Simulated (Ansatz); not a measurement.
The cluster Mo3S7⁻. The state is a doublet with charge -1. Geometry r2SCAN-D4/def2-SVP.

```xyz
10

Mo    1.464    0.839   -0.167
Mo   -1.670    0.503    0.171
Mo    0.747   -1.421   -0.550
S     1.796   -2.748    0.755
S    -3.337    1.223   -0.957
S     2.946    0.878    1.370
S     1.959   -0.253   -2.184
S    -2.183    0.318    2.227
S    -1.503   -1.691   -0.673
S    -0.218    2.352    0.009
```

In the def2 sets Mo takes a core potential; there is no spin–orbit coupling. The structure comes from a short search, and lower isomers may exist.

Question: Estimate the α-spin orbital energies around the gap (eV) in Ansatz with LDA (SPW92)/def2-SVP, PBE-D4/def2-SVP, r2SCAN-D4/def2-SVP, PBE0-D4/def2-SVP.

Answer: 
```csv
orbital,LDA (SPW92)/def2-SVP,PBE-D4/def2-SVP,r2SCAN-D4/def2-SVP,PBE0-D4/def2-SVP
HOMO−5,-3.52,-3.40,-3.77,-4.54
HOMO−4,-3.15,-3.03,-3.38,-4.17
HOMO−3,-3.02,-2.90,-3.24,-3.99
HOMO−2,-2.94,-2.84,-3.17,-3.90
HOMO−1,-2.71,-2.61,-2.94,-3.68
HOMO,-1.97,-1.89,-2.19,-2.88
LUMO,-0.86,-0.75,-0.89,-0.27
LUMO+1,-0.35,-0.24,-0.36,0.30
LUMO+2,-0.25,-0.12,-0.21,0.38
LUMO+3,-0.16,-0.06,-0.19,0.42
LUMO+4,-0.07,0.04,-0.06,0.61
LUMO+5,0.38,0.50,0.43,1.07
β HOMO,-2.69,-2.58,-2.89,-3.63
β LUMO,-1.71,-1.52,-1.60,-1.00
```
